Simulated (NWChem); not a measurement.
Molecule: Si₂H₂F₄; SMILES F[SiH](F)[SiH](F)F

```xyz
8

Si    -1.1125     0.3805     0.0029
F     -1.8516    -0.2448     1.3181
F     -1.8489    -0.2378    -1.3171
Si     1.1125    -0.3805     0.0029
F      1.8489     0.2378    -1.3171
F      1.8516     0.2448     1.3181
H     -1.3048     1.8647     0.0068
H      1.3048    -1.8647     0.0068
```
Atoms are numbered in this order, from 1.

Computed with NWChem. All runs use the structure optimised with PBE-D3(BJ)/def2-SVP. B3LYP is NWChem's, with the RPA form of VWN correlation. Atomic charges in e: unrestrained fits to the electrostatic potential beside Mulliken populations; buried atoms are poorly determined by the fit.

Q: Predict the results for B3LYP/def2-SVP. Quantities: ESP Si1; Mulliken Si1; ESP F2; Mulliken F2; ESP F3; Mulliken F3; ESP Si4; Mulliken Si4; ESP F5; Mulliken F5; relative RMS misfit of the potential (%).

A: 
| Item | Value |
|---|---|
| ESP Si1 | 0.66 |
| Mulliken Si1 | 0.77 |
| ESP F2 | -0.29 |
| Mulliken F2 | -0.34 |
| ESP F3 | -0.29 |
| Mulliken F3 | -0.34 |
| ESP Si4 | 0.66 |
| Mulliken Si4 | 0.77 |
| ESP F5 | -0.29 |
| Mulliken F5 | -0.34 |
| relative RMS misfit of the potential (%) | 25 |
